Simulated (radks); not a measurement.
The numbers below are computed, except where a source is named.
The samarium ion Sm2+ inside a hard spherical wall (all orbitals vanish at R), configuration held at [Xe] 4f6 and not refilled when levels cross. Code: a radial shooting solver on a logarithmic mesh with Libxc functionals. Model: scalar-relativistic Kohn-Sham, PBEsol, spin-polarised, spherical densities, point nucleus; open shells are filled with parallel spins first (spin-orbit coupling, left out, can overturn this in heavy ions). Eigenvalues in eV for spin up, with the zero of energy where the potential of the charges vanishes at infinity; a dash marks a level that is unbound or too diffuse for the functional's potential to be trusted. A positive occupied level is held by the wall or, in an anion where self-interaction has pushed it up, behind a barrier. The pressure on the wall is -dE/dV.

| R (bohr) | E (hartree) | kinetic (hartree) | e(4d) | e(5s) | e(5p) | e(4f) | e(5d, empty) | e(6s, empty) | pressure (GPa) |
|---|---|---|---|---|---|---|---|---|---|
| free | -10423.1341 | 11141.702 | -143.29 | -57.639 | -37.284 | -17.028 | -13.892 | -13.783 | 0 |
| 20 | -10423.1341 | 11141.702 | -143.29 | -57.639 | -37.284 | -17.028 | -13.892 | -13.783 | < 0.0001 |
| 10 | -10423.1341 | 11141.702 | -143.29 | -57.639 | -37.284 | -17.028 | -13.892 | -13.780 | < 0.0001 |
| 8 | -10423.1341 | 11141.702 | -143.29 | -57.638 | -37.283 | -17.027 | -13.884 | -13.731 | 0.000646 |
| 5 | -10423.1288 | 11141.758 | -143.06 | -57.473 | -37.127 | -16.811 | -13.215 | -11.090 | 1.17 |
| 4 | -10423.0751 | 11142.216 | -141.91 | -56.626 | -36.253 | -15.720 | -11.041 | -4.239 | 21.1 |
| 2.5 | -10420.6276 | 11155.455 | -124.62 | -42.120 | -18.938 | 0.939 | 16.343 | 67.057 | 2420 |
| 2 | -10413.7315 | 11184.375 | -100.95 | -14.502 | 14.509 | 25.229 | 61.420 | 173.65 | 15100 |
| 1.5 | -10382.4492 | 11297.369 | -42.082 | 89.386 | 134.42 | 90.467 | 203.75 | 483.60 | 135000 |
